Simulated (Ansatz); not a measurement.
`[Cl][Ga]([Cl])[Cl]` + CH₃SH → `C[S][Ga]([Cl])[Cl]` + HCl at 600 K and 1 bar (ligand exchange at a Ga–Cl bond).

Computed with Ansatz on PBE0-D4/def2-TZVP structures; ΔE is electronic, products minus reactants. CCSD(T)/CBS is the MP2 limit (def2-TZVPP, def2-QZVPP) plus CCSD(T) − MP2 in def2-TZVPP, frozen cores. This one scheme is used for every species. For Ga outer-core shells are correlated without core-valence functions, which leaves a few kJ/mol of doubt a bond. Scalar relativity is left out up to krypton. Each species was taken in one conformer, which may not be the lowest.

```json
{"species": "`[Cl][Ga]([Cl])[Cl]`", "CCSD(T)/CBS energy (Eh)": "-3303.43734", "H − E (kJ/mol)": "51.4", "S (J/(mol·K))": "380.5"}
{"species": "CH₃SH", "CCSD(T)/CBS energy (Eh)": "-438.22835", "H − E (kJ/mol)": "152.3", "S (J/(mol·K))": "296.8"}
{"species": "`C[S][Ga]([Cl])[Cl]`", "CCSD(T)/CBS energy (Eh)": "-3281.27922", "H − E (kJ/mol)": "170.6", "S (J/(mol·K))": "478.3"}
{"species": "HCl", "CCSD(T)/CBS energy (Eh)": "-460.38127", "H − E (kJ/mol)": "35.4", "S (J/(mol·K))": "207.2"}
```

H − E and S are ideal-gas, rigid-rotor, harmonic terms from PBE0-D4/def2-TZVP, for one conformer and one mirror image of each species. 1 Eh = 2625.50 kJ/mol, R = 8.31446 J/(mol·K).

Q: By hand: ΔE, ΔH, ΔS and ΔG.

A: ΔE = (-3281.27922) + (-460.38127) − (-3303.43734) − (-438.22835) = 0.00520 Eh = 13.7 kJ/mol. Δ(H − E) = 170.6 + 35.4 − 51.4 − 152.3 = 2.3, so ΔH = 16.0 kJ/mol. ΔS = 478.3 + 207.2 − 380.5 − 296.8 = 8.2 J/(mol·K). ΔG = 16.0 − 600 × (8.2)/1000 = 11.1 kJ/mol.

Q: By hand: the equilibrium constant, and the temperature at which ΔG would vanish if ΔH and ΔS stayed fixed.

A: log₁₀ K = −ΔG/(RT ln 10) = -1.0. ΔG = 0 at ΔH/ΔS = 1951 K, though so small a ΔS makes that figure unsure.

The number of gas molecules stays the same, so ΔS is small and ΔH decides. A doubt of 5 kJ/mol in ΔE shifts log₁₀ K by 0.4 here. Other conformers and mirror images would add mixing entropy, several J/(mol·K) or more a flexible species. Modes under 60 cm⁻¹, often nearly free rotors, make the harmonic entropy too high. These are equilibria of isolated gas molecules and say nothing of rates. Largest T1 diagnostic: 0.011 (customary marks: 0.02 for closed shells, 0.045 for open ones).
